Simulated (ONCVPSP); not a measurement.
## Reading a pseudo-wave (vanadium (V))

Columns: radius, all-electron u(r) and pseudo u(r) of the 3s shell (level -69.16 eV) of vanadium in the configuration [Ne] 3s2 3p6 3d3 4s2; PBE, non-relativistic, ONCV scheme, ONCVPSP 4.0.1.

| r (bohr) | all-electron | pseudo |
| --- | --- | --- |
| 0.093 | -0.0409 | 0.0330 |
| 0.185 | -0.5724 | 0.1030 |
| 0.278 | -0.4760 | 0.2332 |
| 0.370 | -0.0643 | 0.4173 |
| 0.463 | 0.3905 | 0.6335 |
| 0.555 | 0.7507 | 0.8397 |
| 0.648 | 0.9897 | 1.0051 |
| 0.740 | 1.1110 | 1.1046 |
| 0.833 | 1.1425 | 1.1357 |
| 0.925 | 1.1109 | 1.1081 |
| 1.018 | 1.0389 | 1.0385 |
| 1.110 | 0.9462 | 0.9463 |
| 1.203 | 0.8436 | 0.8436 |
| 1.295 | 0.7415 | 0.7415 |
| 1.388 | 0.6431 | 0.6431 |
| 1.480 | 0.5534 | 0.5534 |
| 1.573 | 0.4718 | 0.4718 |
| 1.665 | 0.4004 | 0.4004 |
| 1.758 | 0.3375 | 0.3375 |
| 1.850 | 0.2838 | 0.2838 |
| 1.943 | 0.2374 | 0.2374 |
| 2.035 | 0.1983 | 0.1983 |
| 2.128 | 0.1650 | 0.1650 |
| 2.220 | 0.1372 | 0.1372 |
| 2.313 | 0.1137 | 0.1137 |
| 2.405 | 0.0943 | 0.0943 |

(1) How many radial nodes do the two functions have?

(2) At about which radius was the pseudo-wave matched?

(3) Is the pseudo-wave norm-conserving?

Answers

(1) The all-electron 3s function has n − l − 1 = 2 (the table is too coarse to show those close to the nucleus); the pseudo-wave has 0, since the states of the same l below it are removed with the core.

(2) 1.35 bohr. The columns agree to 0.0005 from 1.02 bohr on; several derivatives are matched, so the curves merge somewhat inside the radius.

(3) Yes: the ONCV scheme keeps the norm inside the radius equal to the all-electron one, which fixes the energy derivative of the logarithmic derivative at the level.
